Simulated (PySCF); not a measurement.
C3H4FNSi, SMILES C(/[SiH2]F)=C/C#N. Heavy atoms are numbered as in [N:1]#[C:2]/[CH:3]=[CH:4]\[SiH2:5][F:6]. Hydrogens are named by the atom that carries them.

Geometry: ωB97X-D3(BJ)/def2-SVP. The structure was generated by enumeration; whether it is a known compound was not checked. One conformer was computed; it need not be the lowest.

All values below come from HF/def2-TZVP run with PySCF.

ESP charges are fitted to the potential on shells at 1.4 to 2.0 van der Waals radii. Atomic charges (e), one atom of each kind:

```json
[
 {"atom": "N1", "Mulliken": "-0.16", "ESP fit": "-0.49", "Löwdin": "0.05", "meta-Löwdin": "-0.23"},
 {"atom": "C2", "Mulliken": "-0.08", "ESP fit": "0.47", "Löwdin": "-0.17", "meta-Löwdin": "0.11"},
 {"atom": "C3 (CH)", "Mulliken": "-0.05", "ESP fit": "-0.34", "Löwdin": "-0.17", "meta-Löwdin": "-0.11"},
 {"atom": "C4 (CH)", "Mulliken": "-0.28", "ESP fit": "-0.25", "Löwdin": "?", "meta-Löwdin": "-0.33"},
 {"atom": "Si5 (SiH2)", "Mulliken": "0.73", "ESP fit": "0.73", "Löwdin": "?", "meta-Löwdin": "1.12"},
 {"atom": "F6", "Mulliken": "-0.43", "ESP fit": "-0.34", "Löwdin": "-0.08", "meta-Löwdin": "-0.57"},
 {"atom": "H on C3", "Mulliken": "0.17", "ESP fit": "0.23", "Löwdin": "?", "meta-Löwdin": "0.14"},
 {"atom": "H on C4", "Mulliken": "0.16", "ESP fit": "0.19", "Löwdin": "0.15", "meta-Löwdin": "0.13"},
 {"atom": "H on Si5", "Mulliken": "-0.03", "ESP fit": "-0.10", "Löwdin": "?", "meta-Löwdin": "-0.14"}
]
```

### Question
Complete the blanks. (Estimate from the structure and the level; the computed values follow.)

### Answer

- C4 (CH), Löwdin: -0.21
- Si5 (SiH2), Löwdin: 0.35
- H on C3, Löwdin: 0.16
- H on Si5, Löwdin: -0.04

Computed Mayer and Wiberg (Löwdin basis) orders of the bonds:
| bond | Mayer | Wiberg |
|---|---|---|
| N1–C2 | 2.96 | 3.29 |
| C2–C3 | 0.98 | 1.28 |
| C3–C4 | 1.89 | 2.04 |
| C4–Si5 | 0.92 | 1.05 |
| Si5–F6 | 0.94 | 1.60 |
